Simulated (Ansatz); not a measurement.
## A family of molecules: the HOMO–LUMO gap

All atoms of one element are swapped for its congeners: InF3 `[F][In]([F])[F]`; InCl3 `[Cl][In]([Cl])[Cl]`; InBr3 `[Br][In]([Br])[Br]`; InI3 (indium triiodide) `[I][In]([I])[I]`. All are singlets with charge 0.

Shapes, held fixed at every level: PBE0-D4/def2-TZVP. Programs: Ansatz 0.2.0. Values in eV.

| level | InF3 | InCl3 | InBr3 | InI3 |
| --- | --- | --- | --- | --- |
| SPW92/def2-TZVPP | 4.72 | 4.09 | 3.51 | 2.83 |
| PBE-D4/def2-TZVPP | 4.82 | 4.26 | 3.66 | 2.96 |
| r2SCAN-D4/def2-TZVPP | 5.49 | 4.82 | 4.16 | 3.40 |
| BHLYP-D4/def2-TZVPP | 10.49 | 8.73 | 7.74 | 6.57 |
| PBE0-D4/def2-TZVPP | 7.73 | 6.57 | 5.77 | 4.82 |
| r2SCAN0-D4/def2-TZVPP | 8.20 | 6.93 | 6.08 | 5.08 |
| wB97M-V/def2-TZVPP | 12.26 | 10.83 | 9.87 | 8.69 |

At wB97M-V/def2-TZVPP the HOMO–LUMO gap falls at every step, from 12.26 to 8.69 eV. Every level shows the same order. For atoms past krypton def2 sets carry core potentials with scalar relativity. Relativity is left out for Br unless named. Orbital gaps aren't excitation energies, and the LUMO depends on the basis.
